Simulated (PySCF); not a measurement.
## Worked example: chemical shift, span and skew from a shielding tensor

C2HBClF, SMILES B(C#C)(Cl)F. Atoms are numbered in the order given.

```xyz
6

B      0.3941     0.0510     0.0000
C     -0.1172    -1.3826     0.0000
C     -0.5441    -2.5344     0.0000
H     -0.9196    -3.5499     0.0000
Cl    -0.7272     1.4095     0.0000
F      1.6977     0.3151     0.0000
```
Charge 0, spin multiplicity 1.

Geometry: PBE-D3(BJ)/def2-SVP.

GIAO shieldings from HF/pcSseg-1 run with PySCF, non-relativistic, no solvent. The symmetric part of the tensor of C3 has the principal values -4.6, 20.7, 208.9 ppm. The same nucleus in TMS has σ = 192.6 ppm at this level (PySCF, at its B3LYP-D3(BJ)/def2-TZVP geometry). Without spin–orbit terms, shifts of atoms bonded to Cl or Br come out too high.

### Question
Work out the isotropic shielding, the ¹³C shift against TMS, the span and the skew.

### Answer

σ(iso) = (σ11 + σ22 + σ33)/3 = 75.0 ppm. δ = σ(ref) − σ(iso) = 192.6 − (75.0) = 117.6 ppm.
Span Ω = σ33 − σ11 = 213.5 ppm. Skew κ = 3(σ(iso) − σ22)/Ω = 0.76. Tumbling in solution averages the tensor to δ; in a static solid the shielding alone would spread this spin-1/2 line over Ω.
